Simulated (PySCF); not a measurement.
Isomers of C7H9NSSi, mass 167.022 u with the commonest isotopes. The calculation used PBE0/pcSseg-1 in PySCF (dipole) on a GFN2-xTB geometry, gas phase. One conformer each, none proved a minimum here; rigid rotors.

Task: Order these by dipole moment, smallest first.
A. `[CH:1]#[C:2][CH2:3][Si@@H:4]1[CH2:5][C@@H:6]([C:7]#[N:8])[CH2:9][S:10]1` with C2–C3–Si4–C5 40°, C3–Si4–C5–C6 -96°, Si4–C5–C6–C7 -168°, C5–C6–C9–S10 55°, C6–C9–S10–Si4 -34°
B. `[SiH3:1][CH2:2][c:3]1[cH:4][s:5][c:6]2[cH:7][cH:8][nH:9][c:10]12` with Si1–C2–C3–C4 -102°
C. `[CH:1]#[C:2][CH2:3][S:4][C@@H:5]1[CH2:6][CH2:7][Si@H:8]1[C:9]#[N:10]` with C2–C3–S4–C5 -60°, C3–S4–C5–C6 -77°, S4–C5–C6–C7 -130°, C5–C6–C7–Si8 10°, C6–C7–Si8–C9 -118°, S4–C5–Si8–C7 127°

Result: B (2.64 D), A (3.46 D), C (3.79 D).

Task: Order these by out-of-plane moment Σ m c² = (Ia + Ib − Ic)/2, largest first.
A. `[CH:1]#[C:2][CH2:3][S:4][C@@H:5]1[CH2:6][CH2:7][Si@H:8]1[C:9]#[N:10]` with C2–C3–S4–C5 -60°, C3–S4–C5–C6 -77°, S4–C5–C6–C7 -130°, C5–C6–C7–Si8 10°, C6–C7–Si8–C9 -118°, S4–C5–Si8–C7 127°
B. `[SiH3:1][CH2:2][c:3]1[cH:4][s:5][c:6]2[cH:7][cH:8][nH:9][c:10]12` with Si1–C2–C3–C4 -102°
C. `[CH:1]#[C:2][CH2:3][Si@@H:4]1[CH2:5][C@@H:6]([C:7]#[N:8])[CH2:9][S:10]1` with C2–C3–Si4–C5 40°, C3–Si4–C5–C6 -96°, Si4–C5–C6–C7 -168°, C5–C6–C9–S10 55°, C6–C9–S10–Si4 -34°

Result: C (107.82 u·Å²), A (103.40 u·Å²), B (38.37 u·Å²).

Task: Order these by rotational constant B, smallest first.
A. `[SiH3:1][CH2:2][c:3]1[cH:4][s:5][c:6]2[cH:7][cH:8][nH:9][c:10]12` with Si1–C2–C3–C4 -102°
B. `[CH:1]#[C:2][CH2:3][S:4][C@@H:5]1[CH2:6][CH2:7][Si@H:8]1[C:9]#[N:10]` with C2–C3–S4–C5 -60°, C3–S4–C5–C6 -77°, S4–C5–C6–C7 -130°, C5–C6–C7–Si8 10°, C6–C7–Si8–C9 -118°, S4–C5–Si8–C7 127°
C. `[CH:1]#[C:2][CH2:3][Si@@H:4]1[CH2:5][C@@H:6]([C:7]#[N:8])[CH2:9][S:10]1` with C2–C3–Si4–C5 40°, C3–Si4–C5–C6 -96°, Si4–C5–C6–C7 -168°, C5–C6–C9–S10 55°, C6–C9–S10–Si4 -34°

Result: B (586.8 MHz), C (757.3 MHz), A (791.8 MHz).

```tsv
SMILES	point group	Ia (u·Å²)	Ib (u·Å²)	Ic (u·Å²)	κ	μa (D)	μb (D)	μc (D)
C#CCS[C@@H]1CC[Si@H]1C#N	C1	350.14	861.21	1004.55	-0.82	1.82	3.03	1.37
C#CC[Si@@H]1C[C@@H](C#N)CS1	C1	381.51	667.34	833.21	-0.58	3.27	0.35	1.07
[SiH3]Cc1csc2cc[nH]c12	C1	331.41	638.26	892.93	-0.53	1.68	1.86	0.83
```
